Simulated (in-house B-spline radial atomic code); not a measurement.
# Ionising O⁴⁺ with different functionals

Computed with a radial B-spline atomic code at the basis-set limit: scalar-relativistic (spin-free X2C) Hamiltonian, Fermi nucleus of rms radius 2.6991 fm, spin-polarised at highest spin, spherical fractional occupations for the functionals, and exact exchange of hybrids averaged over the configuration. The ionisation energy is the difference of two self-consistent energies, [He] 2s2 → [He] 2s1, without Breit or QED terms; ε is the level of the shell that loses the electron (its least bound occupied spin orbital).

```csv
method,rung,ΔSCF (eV),-ε(2s) (eV)
PBE0,global hybrid,?,?
B3LYP,global hybrid,112.77,104.78
TPSSh,global hybrid,112.67,104.09
BHandHLYP,global hybrid,112.51,107.53
r2SCAN0,global hybrid,112.03,105.46
B97-1,global hybrid,112.83,104.80
HSE06,range-separated hybrid,?,?
wB97X,range-separated hybrid,111.59,107.77
CAM-B3LYP,range-separated hybrid,112.69,106.72
LC-wPBE,range-separated hybrid,112.81,108.26
```

(1) What does PBE0 give?

(2) What does HSE06 give?

(3) Among the functionals, which spreads more, the ΔSCF values or the orbital energies?

(4) How do they compare with the NIST value?

## Answers

(1) ΔSCF 112.59 eV, and -ε(2s) = 105.16 eV.

(2) ΔSCF 112.59 eV, and -ε(2s) = 104.73 eV.

(3) The orbital energies: ΔSCF values span about 1.24 eV and the orbital energies 4.17 eV.

(4) NIST lists 113.899 eV (measured, ground level to ground level). Errors run from -2.30 to -1.07 eV; B97-1 is closest (-1.07 eV), but part of that can be cancellation, since the calculations leave out Breit-QED terms, the near-degeneracy of s² and p².
